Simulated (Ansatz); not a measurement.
Job for Ansatz (a program for electronic structure): R-r2SCAN/def2-TZVPP on CH5BSe (SMILES CB[SeH]), a point of a torsion scan.

Ansatz 0.2 input:
```yaml
crystal:
  periodic: [false, false, false]
  atoms:
    - {symbol: C, position_ang: [-0.90929750, -0.20832341, 0.15748440]}
    - {symbol: B, position_ang: [0.31559193, 0.75303797, -0.05357413]}
    - {symbol: Se, position_ang: [2.10780821, 0.20936705, 0.18327250]}
    - {symbol: H, position_ang: [-1.51831838, -0.25747123, -0.74499462]}
    - {symbol: H, position_ang: [-0.64208683, -1.22783564, 0.43257994]}
    - {symbol: H, position_ang: [-1.56806816, 0.18086106, 0.93394878]}
    - {symbol: H, position_ang: [0.15803261, 1.86951454, -0.37173768]}
    - {symbol: H, position_ang: [1.88316878, -1.16894669, 0.55821917]}
basis:
  gaussian:
    orbitals: def2-TZVPP
hamiltonian:
  xc: {name: r2SCAN}
scf: {lower_state_search: off}
```

Program output:

```
WARN ansatz: RAYON_NUM_THREADS=1 ignored (pool sized by the plan → 1); use --threads N
Functional definition: r2SCAN
these checks for a lower state are left out or cut short: stability, starts, cluster_reference, orbital_swaps, neighbouring_geometries, increment
integrals: 0.08 GiB planned
1031 factors; their error is unknown
mean field: 0.67 GiB planned
mean field evaluation 1: about -67134.6717 eV, gradient 6.2e1 eV
mean field evaluation 2: about -67110.7712 eV, gradient 1.0e2 eV
mean field evaluation 4: about -67144.0289 eV, gradient 1.0e1 eV
mean field evaluation 8: about -67144.3058 eV, gradient 1.9e-1 eV
mean field evaluation 16: about -67144.2637 eV, gradient 1.4e-4 eV
mean field -67144.26370040 eV, -2467.5061789732 hartree, gradient 7.7e-6 eV, S^2 0.000000; 0 other end points of the search recorded, 0 dependent functions left out
reference -67144.26371148 eV, -2467.5061793804 hartree; 25, 25 occupied and 155, 155 virtual orbitals, 1031 factors
Total energy: -67144.26371148 eV, -2467.5061793804 hartree
Checks for a lower state left out: stability, starts, cluster_reference, orbital_swaps, neighbouring_geometries, increment
```

The calculation finished and met its thresholds.

Cost: around 3 core-seconds (rough).
